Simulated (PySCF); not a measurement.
Species: (H3Si)2NMe, CH9NSi2.
Bonds: Si1–N5, N5–C6, N5–Si7. Hydrogens: H2, H3, H4 on Si1; H11, H12, H13 on C6; H8, H9, H10 on Si7.

Method used: PySCF 2.14.0, PBE0-D3(BJ)/def2-SVP geometry optimisation, gas phase.

Task: Give the optimised bond lengths and angles.

Result: 
| bond | length (Å) |
| --- | --- |
| Si1–H2 and 5 like bonds | 1.496 |
| Si1–N5, N5–Si7 | 1.745 |
| N5–C6 | 1.458 |
| C6–H11, C6–H12, C6–H13 | 1.104 |

Bonds in one row agree within 0.01 Å and their mean is given. A selection of angles:
| angle | degrees |
| --- | --- |
| H2–Si1–H3 | 108.9 |
| H2–Si1–H4 | 106.9 |
| H2–Si1–N5 | 112.8 |
| H3–Si1–N5 | 108.5 |
| H4–Si1–N5 | 109.3 |
| Si1–N5–C6 | 117.2 |
| Si1–N5–Si7 | 124.8 |
| N5–C6–H11 | 111.0 |
| N5–C6–H13 | 112.9 |
| H11–C6–H12 | 106.7 |
| H9–Si7–H10 | 110.5 |

Si1 (silicon bonded to N and 3 H) is tetrahedral (angles from 106.9° to 112.8°). N5 (nitrogen bonded to C and 2 Si) is planar (angles 124.8°, 117.4° and 117.2°, sum 359.5°, 0.07 Å off the plane of its three neighbours).

Point group: Cs (every atom within 0.08 Å of its image). No PBE0-D3(BJ)/def2-SVP frequencies stand behind this structure, so it isn't proved a minimum.

On one thread, Intel Xeon at 2.70 GHz (x86_64), no GPU, shared host, this took 82 s and 0.44 GiB of memory at its peak. These figures are those of the optimisation.
